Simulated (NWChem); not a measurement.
System: silacyclobutane (C₃H₈Si); SMILES C1CC[SiH2]1

Input file for NWChem:

```
start job
memory heap 200 mb stack 900 mb global 1100 mb
geometry units angstroms noautoz
  C     -0.193860     1.339546     0.000000
  C      0.157989     0.415774    -1.198197
  Si    -0.069254    -1.038008     0.000000
  C      0.157989     0.415774     1.198197
  H      0.319738     2.316025     0.000000
  H     -1.276119     1.550264     0.000000
  H      1.217217     0.521340    -1.484969
  H     -0.457230     0.525718    -2.102274
  H     -1.456338    -1.600584     0.000000
  H      0.902113    -2.177955     0.000000
  H      1.217217     0.521340     1.484969
  H     -0.457230     0.525718     2.102274
end
basis spherical
  * library def2-tzvp
end
dft
  xc xpbe96 cpbe96
  iterations 150
  semidirect filesize 400000000
  mulliken
end
task dft energy
```

NWChem printed, in part:

```
             Northwest Computational Chemistry Package (NWChem) 7.3.0
             --------------------------------------------------------

 CS  symmetry detected

                             Geometry "geometry" -> ""
                             -------------------------

 Output coordinates in angstroms (scale by  1.889725989 to convert to a.u.)

  No.       Tag          Charge          X              Y              Z
 ---- ---------------- ---------- -------------- -------------- --------------
    1 C                    6.0000    -0.19622398    -1.32146761     0.00000000
    2 C                    6.0000     0.16124399    -0.39985539    -1.19819700
    3 Si                  14.0000    -0.05714170     1.05528349     0.00000000
    4 C                    6.0000     0.16124399    -0.39985539     1.19819700
    5 H                    1.0000     0.31141803    -2.30105616     0.00000000
    6 H                    1.0000    -1.27974612    -1.52559107     0.00000000
    7 H                    1.0000     1.21980948    -0.51186982    -1.48496900
    8 H                    1.0000    -0.45463313    -0.50605085    -2.10227400
    9 H                    1.0000    -1.44077406     1.62629599     0.00000000
   10 H                    1.0000     0.92114922     2.18929402     0.00000000
   11 H                    1.0000     1.21980948    -0.51186982     1.48496900
   12 H                    1.0000    -0.45463313    -0.50605085     2.10227400

 Effective nuclear repulsion energy (a.u.)     168.2299003797

      Symmetry information
      --------------------

 Group name             Cs
 Group number              2
 Group order               2
 No. of unique centers     9

  pbe96 is a nonlocal functional; adding pw91lda local functional.

                                 NWChem DFT Module
                                 -----------------

 Summary of "ao basis" -> "ao basis" (spherical)
 ------------------------------------------------------------------------------
       Tag                 Description            Shells   Functions and Types
 ---------------- ------------------------------  ------  ---------------------
 C                         def2-tzvp                11       31   5s3p2d1f
 Si                        def2-tzvp                13       37   5s5p2d1f
 H                         def2-tzvp                 4        6   3s1p

      Symmetry analysis of basis
      --------------------------

        a'        109
        a"         69

            General Information
            -------------------
          SCF calculation type: DFT
          Wavefunction type:  closed shell.
          No. of atoms     :    12
          No. of electrons :    40
           Alpha electrons :    20
            Beta electrons :    20
          Charge           :     0
          Spin multiplicity:     1
          Use of symmetry is: on ; symmetry adaption is: on
          Maximum number of iterations: 150
          AO basis - number of functions:   178
                     number of shells:    78
          Convergence on energy requested:  1.00D-06
          Convergence on density requested:  1.00D-05
          Convergence on gradient requested:  5.00D-04

              XC Information
              --------------
          PerdewBurkeErnzerhof Exchange Functional  1.000
            Perdew 1991 LDA Correlation Functional  1.000 local
           PerdewBurkeErnz. Correlation Functional  1.000 non-local

             Grid Information
             ----------------
          Grid used for XC integration:  medium
          Radial quadrature: Mura-Knowles
          Angular quadrature: Lebedev.
          Tag              B.-S. Rad. Rad. Pts. Rad. Cut. Ang. Pts.
          ---              ---------- --------- --------- ---------
          C                   0.70       49          11.0       434
          Si                  1.10       88          10.0       590
          H                   0.35       45          12.0       434
          Grid pruning is: on
          Number of quadrature shells:   456
          Spatial weights used:  Erf1

      Superposition of Atomic Density Guess
      -------------------------------------

 Sum of atomic energies:        -405.84786871

      Non-variational initial energy
      ------------------------------

 Total energy =    -408.483332
 1-e energy   =    -889.510055
 2-e energy   =     312.796822
 HOMO         =      -0.328222
 LUMO         =       0.029843

      Symmetry analysis of molecular orbitals - initial
      -------------------------------------------------

  Numbering of irreducible representations:

     1 a'          2 a"

  Orbital symmetries:

     1 a'          2 a'          3 a"          4 a'          5 a'
     6 a'          7 a'          8 a"          9 a'         10 a"
    11 a'         12 a'         13 a'         14 a'         15 a"
    16 a"         17 a'         18 a'         19 a"         20 a'
    21 a"         22 a'         23 a'         24 a'         25 a'
    26 a'         27 a"         28 a'         29 a"         30 a'

------------------------------------------------------------
EAF file 0: "./job.aoints.0" size=395313152 bytes
------------------------------------------------------------
               write      read    awrite     aread      wait
               -----      ----    ------     -----      ----
     calls:      754         0         0         0         0
   data(b): 3.95e+08  0.00e+00  0.00e+00  0.00e+00
   time(s): 0.00e+00  0.00e+00  0.00e+00  0.00e+00  0.00e+00
rate(mb/s): 0.00e+00  0.00e+00
------------------------------------------------------------

     ---------------------------------------------
      Total Density - Mulliken Population Analysis
     ---------------------------------------------

    Atom       Charge   Shell Charges
 -----------   ------   -------------------------------------------------------
    1 C    6     6.26   0.86  1.12  0.54  0.67  0.10  1.19  1.33  0.35  0.02  0.07  0.01
    2 C    6     6.57   0.86  1.12  0.55  0.70  0.09  1.26  1.49  0.44  0.01  0.04  0.00
    3 Si  14    13.49   2.00  0.59  1.39  0.87  0.47  4.11  1.73  0.51  1.19  0.38  0.10  0.11  0.03
    4 C    6     6.57   0.86  1.12  0.55  0.70  0.09  1.26  1.49  0.44  0.01  0.04  0.00
    5 H    1     0.85   0.24  0.46  0.13  0.02
    6 H    1     0.84   0.24  0.45  0.12  0.02
    7 H    1     0.83   0.24  0.44  0.13  0.02
    8 H    1     0.83   0.24  0.45  0.12  0.02
    9 H    1     1.05   0.23  0.55  0.27  0.01
   10 H    1     1.05   0.22  0.55  0.27  0.01
   11 H    1     0.83   0.24  0.44  0.13  0.02
   12 H    1     0.83   0.24  0.45  0.12  0.02

   convergence    iter        energy       DeltaE   RMS-Dens  Diis-err
 ---------------- ----- ----------------- --------- --------- ---------
 d= 0,ls=0.0,diis     1   -408.2871612476 -5.77D+02  3.58D-03  7.71D-01
 d= 0,ls=0.0,diis     2   -408.3108820844 -2.37D-02  2.63D-03  1.34D-01
 d= 0,ls=0.0,diis     3   -408.2999867704  1.09D-02  1.47D-03  2.24D-01
 d= 0,ls=0.0,diis     4   -408.3299960243 -3.00D-02  2.20D-04  1.15D-03
 d= 0,ls=0.0,diis     5   -408.3301687694 -1.73D-04  5.13D-05  2.01D-04
  Resetting Diis
 d= 0,ls=0.0,diis     6   -408.3301918441 -2.31D-05  1.38D-05  1.17D-05
 d= 0,ls=0.0,diis     7   -408.3301931337 -1.29D-06  9.18D-06  1.55D-06
 d= 0,ls=0.0,diis     8   -408.3301928109  3.23D-07  5.60D-06  4.08D-06

         Total DFT energy =     -408.330192810921
      One electron energy =     -894.267307083939
           Coulomb energy =      357.574556762498
    Exchange-Corr. energy =      -39.867342869151
 Nuclear repulsion energy =      168.229900379671

 Numeric. integr. density =       40.000008133922

                  Occupations of the irreducible representations
                  ----------------------------------------------

                     irrep           alpha         beta
                     --------     --------     --------
                     a'               14.0         14.0
                     a"                6.0          6.0

                       DFT Final Molecular Orbital Analysis
                       ------------------------------------

 Vector   18  Occ=2.000000D+00  E=-2.804686D-01  Symmetry=a'
              MO Center= -8.0D-02,  4.4D-01, -2.8D-14, r^2= 4.3D+00
   Bfn.  Coefficient  Atom+Function         Bfn.  Coefficient  Atom+Function
  ----- ------------  ---------------      ----- ------------  ---------------
    77      0.179505   3 Si px              162      0.175453  10 H  s
   156     -0.170288   9 H  s                 6      0.145296   1 C  px
   138     -0.139000   6 H  s                37     -0.133277   2 C  px
   105     -0.133277   4 C  px              157     -0.122066   9 H  s
   163      0.118092  10 H  s               144     -0.114711   7 H  s

 Vector   19  Occ=2.000000D+00  E=-2.545968D-01  Symmetry=a"
              MO Center=  7.5D-02,  1.9D-02,  7.9D-14, r^2= 2.7D+00
   Bfn.  Coefficient  Atom+Function         Bfn.  Coefficient  Atom+Function
  ----- ------------  ---------------      ----- ------------  ---------------
    79      0.282365   3 Si pz               38     -0.173893   2 C  py
   106      0.173893   4 C  py               39     -0.167454   2 C  pz
   107     -0.167454   4 C  pz               41     -0.142503   2 C  py
   109      0.142503   4 C  py               42     -0.129460   2 C  pz
   110     -0.129460   4 C  pz               70     -0.117549   3 Si pz

[...]
```

Level: PBE/def2-TZVP. Geometry: optimised at PBE0/def2-SVP.
